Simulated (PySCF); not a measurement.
Compound: C5H9NSi.
Cartesian coordinates in Å at the PBE0-D3(BJ)/def2-SVP level; atoms count from 1:
```xyz
16
C5H9NSi angstrom
C     -2.5275    0.4490   -0.1827
Si    -1.3069   -0.8790    0.2996
N      0.3542   -0.2818    0.0963
C      1.3384   -0.8620   -0.6780
C      2.4926   -0.1250   -0.5608
C      2.2112    0.9543    0.3246
C      0.8969    0.8285    0.7087
H     -2.4269    0.6971   -1.2500
H     -2.3567    1.3676    0.3996
H     -3.5604    0.1161    0.0041
H     -1.3970   -2.0752   -0.5847
H     -1.5094   -1.2853    1.7221
H      1.1325   -1.7605   -1.2571
H      3.4374   -0.3349   -1.0588
H      2.8977    1.7365    0.6438
H      0.3021    1.4473    1.3791
```

The calculation used PySCF, PBE0-D3(BJ)/def2-SVP geometry optimisation, gas phase.

Take the most abundant isotopes and a rigid rotor. The values belong to one conformer with, in the numbering `[CH3:1][SiH2:2][n:3]1[cH:4][cH:5][cH:6][cH:7]1`, C1–Si2–N3–C4 -123°.

What are A, B and C (GHz)?

Ia = 91.84, Ib = 365.55, Ic = 414.75 u·Å²; 505379 MHz·u·Å²/I gives 5503, 1383 and 1219 MHz, that is A = 5.5025, B = 1.3825, C = 1.2185 GHz.

What kind of rotor is it?

A near-prolate asymmetric top: κ = (2 × 1383 − 5503 − 1219)/(5503 − 1219) = -0.92.

What does the inertial defect say?

Not planar: Δ = Ic − Ia − Ib = -42.64 u·Å². For a rigid frame Δ = −2 Σ m c², so Σ m c² = 21.32 u·Å² lies off the ab plane: 8.00 from hydrogen and 13.32 from heavier atoms. The atom farthest from that plane is 1.81 Å away.

Predict some low-J microwave lines.

The dipole components are |μa| = 1.99 D, |μb| = 0.21 D, |μc| = 0.28 D. Intensities carry the squares of the components, which stand as 1.00 : 0.01 : 0.02 (a : b : c). Some lines, for components of 0.1 D or more:

```csv
type,branch,"J(Ka,Kc)",MHz,lower level (cm⁻¹)
a,Q,"2(1,1) ← 2(1,2)",492,0.392
b,R,"2(0,2) ← 1(1,1)",1077,0.224
a,R,"1(0,1) ← 0(0,0)",2601,0.000
c,Q,"1(1,1) ← 1(0,1)",4120,0.087
b,Q,"1(1,0) ← 1(0,1)",4284,0.087
b,Q,"2(1,1) ← 2(0,2)",4453,0.260
a,R,"2(1,2) ← 1(1,1)",5038,0.224
a,R,"2(1,1) ← 1(1,0)",5366,0.230
c,R,"1(1,0) ← 0(0,0)",6885,0.000
a,R,"3(2,2) ← 2(2,1)",7803,0.821
b,R,"2(1,2) ← 1(0,1)",9158,0.087
b,R,"3(1,3) ← 2(0,2)",11515,0.260
b,Q,"3(2,1) ← 3(1,2)",12141,0.677
c,R,"3(1,2) ← 2(0,2)",12499,0.260
b,Q,"2(2,1) ← 2(1,2)",12852,0.392
b,Q,"3(2,2) ← 3(1,3)",13101,0.644
c,R,"3(2,2) ← 2(1,2)",20655,0.392
b,R,"3(3,1) ← 2(2,0)",28811,0.821
c,R,"3(3,1) ← 2(2,1)",28816,0.821
b,R,"3(3,0) ← 2(2,1)",28816,0.821
```

Estimate the classical rotational partition function at 50 K, 298.15 K and 500 K.

Point group C1, symmetry number σ = 1; q = (√π/σ)·√((kT/h)³/(ABC)), k/h = 20836.6 MHz/K: 19600 at 50 K, 285000 at 298.15 K, 619000 at 500 K.

PBE0-D3(BJ)/def2-SVP frequencies: not computed here. Zero-point vibration and centrifugal distortion are left out. A rigid rotor knows nothing of internal rotation, which can split or shift real lines. Quadrupole hyperfine structure (14N) is left out.
